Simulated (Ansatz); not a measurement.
input.yaml

```yaml
crystal:
  periodic: [false, false, false]
  atoms:
    - { symbol: Se, position_ang: [-0.442, 1.4177, -1.5798] }
    - { symbol: Sn, position_ang: [0.3445, 0.1526, 0.4315] }
    - { symbol: S, position_ang: [-0.2763, -2.1832, 0.2801] }
    - { symbol: S, position_ang: [1.844, -1.6914, -0.1831] }
    - { symbol: H, position_ang: [-1.919, 1.4299, -1.0496] }
    - { symbol: H, position_ang: [3.22003, -1.62266, -0.10422] }
basis:
  gaussian: { orbitals: def2-SVP }
hamiltonian:
  xc: r2scan
  dispersion: d4
relax:
  f_tol: 0.02
  max_steps: 50
```

Launched with:

```bash
$ ansatz run input.yaml --threads 2 --pin off --max-ram 3072MiB --backend cpu --events-out ev --progress --plain --runs-dir out
```

Hardware: 2 threads of Arm Neoverse V1, with other jobs on the host.

Task: Roughly how long does this run take, and how much memory?

Result: 2.3 min, with a peak of 0.18 GiB, for 22 ionic steps.
